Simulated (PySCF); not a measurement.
Precursor series Zn OH-NH2. Isolated molecules, 0 K electronic values unless said otherwise. One relaxed conformer stands for each flexible species; it need not be the lowest.

Method: B3LYP-D3(BJ)/def2-TZVP // PBE-D3(BJ)/def2-SVP (PySCF). All candidates: neutral, multiplicity 1. B3LYP has the VWN-RPA correlation part, as in Gaussian. 

```json
{
  "HOMO": "-8.17 eV",
  "LUMO": "-1.53 eV",
  "HOMO–LUMO gap": "6.64 eV"
}
```

Task: Say which member has these values.
(A) [Zn(OH)2]
(B) [Zn(OH)(NH2)]
(C) [Zn(NH2)2]

Result: A, [Zn(OH)2]. The others give [Zn(OH)(NH2)]: -7.02 eV, -1.17 eV, 5.85 eV; [Zn(NH2)2]: -6.63 eV, -0.76 eV, 5.87 eV
